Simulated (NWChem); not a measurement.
**Correlation energy of H6B2**

SMILES: B.B
```xyz
8

B      0.0000     0.0000     0.8885
B      0.0000     0.0000    -0.8885
H      0.0000    -0.9883     0.0000
H      1.0494     0.0000     1.4735
H     -1.0494     0.0000     1.4735
H      0.0000     0.9883     0.0000
H      1.0494     0.0000    -1.4735
H     -1.0494     0.0000    -1.4735
```
Charge 0, spin multiplicity 1.

Everything below was run with NWChem. All single points use one geometry, from B3LYP/def2-SVP, a minimum by its harmonic frequencies.

Basis set: 6-31G*. Each correlation energy counts from its own Hartree-Fock reference.

The correlated methods keep 2 core orbitals frozen. The Pople sets run with spherical d functions. The structure started from a generated list of species. Coupled-cluster values serve here as a point of comparison, not as the truth.

```tsv
method	correlation energy (mHa)
CCSD	?
CR-CCSD(T)	-219.9
MP2	-179.8
SCS-MP2	-189.1
CCSD(T)	?
CCSD+T(CCSD)	?
CR-CCSD[T]	?
```

Question: Complete the blanks.

Answer: 
- CCSD, correlation energy (mHa): -215.2
- CCSD(T), correlation energy (mHa): -220.8
- CCSD+T(CCSD), correlation energy (mHa): -221.1
- CR-CCSD[T], correlation energy (mHa): -220.2
